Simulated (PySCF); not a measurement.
Q: Give a PBE0-D3(BJ)/def2-SVP geometry of InChI=1S/C6H13BClOSi/c1-4-5-10(2,3)9-7-6-8/h1H,5-7H2,2-3H3/q-1. (Charge -1.)

A: 
```xyz
23
C6H13BClOSi angstrom
C     -3.0484    2.1290   -0.7653
C     -2.5771    1.0238   -0.9452
C     -1.9974   -0.2890   -1.1210
Si    -0.3969   -0.6145   -0.0969
C     -0.7051    0.0269    1.6450
C     -0.2252   -2.4943   -0.0598
O      0.8261    0.1118   -0.8783
B      2.2304    0.0731   -0.3070
C      2.5799    1.6040    0.1347
Cl     4.2587    1.7956    0.8185
H     -3.4472    3.1118   -0.6061
H     -1.7174   -0.4443   -2.1772
H     -2.7385   -1.0656   -0.8614
H     -1.5477   -0.4920    2.1321
H     -0.9354    1.1032    1.6127
H      0.2009   -0.1171    2.2536
H     -1.0536   -2.9912    0.4720
H     -0.1775   -2.8926   -1.0864
H      0.7220   -2.7498    0.4401
H      3.0318   -0.3319   -1.1663
H      2.2825   -0.6766    0.6998
H      1.9050    1.9858    0.9192
H      2.5275    2.3064   -0.7133
```

Orientation and origin are arbitrary. Atoms count from 1 in this order. Of the pairs four or more bonds apart, C2···H15 is among the closest relative to their van der Waals radii: 3.04 Å, 105 % of the sum of Bondi's values. B8 (four-coordinate boron) is tetrahedral (angles from 106.0° to 110.8°). Si4 (oxygen-bound silicon) is distorted tetrahedral (angles from 104.7° to 114.6°). O7 (boron-bound oxygen) is bent (angle 120.3°).

Bonds between heavy atoms (Å): C1≡C2 1.215, C2–C3 1.446, C3–Si4 1.928, Si4–C5 1.882, Si4–C6 1.888, Si4–O7 1.623, O7–B8 1.517, B8–C9 1.631, C9–Cl10 1.823.

Computed, not measured: PBE0-D3(BJ)/def2-SVP geometry optimisation, gas phase (PySCF 2.14.0).

Point group: C1 (no symmetry element, even within 0.4 Å). No frequency check. Torsions: C2–C3–Si4–C5 45°, C3–Si4–O7–B8 178°, Si4–O7–B8–C9 -112°, O7–B8–C9–Cl10 -179°.

One conformer stands for the species.
